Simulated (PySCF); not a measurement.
B(H)(Me)(NH2) (CH6BN), SMILES CBN.

Coordinates come from a PBE-D3(BJ)/def2-TZVP optimisation. Other conformers were not sampled.

Level of theory: HF/def2-TZVPD (PySCF).

Symmetry labels are those of the subgroup Cs that the program uses (full group Cs).

Computed valence orbital energies around the gap with their symmetry:
```csv
orbital,symmetry,energy (eV)
HOMO−7,A',-25.35
HOMO−6,A',-18.92
HOMO−5,A',-18.30
HOMO−4,A',-15.32
HOMO−3,A",-14.58
HOMO−2,A',-13.69
HOMO−1,A',-12.20
HOMO,A",-11.64
LUMO,A',1.41
LUMO+1,A',2.42
LUMO+2,A',2.79
LUMO+3,A",3.58
```
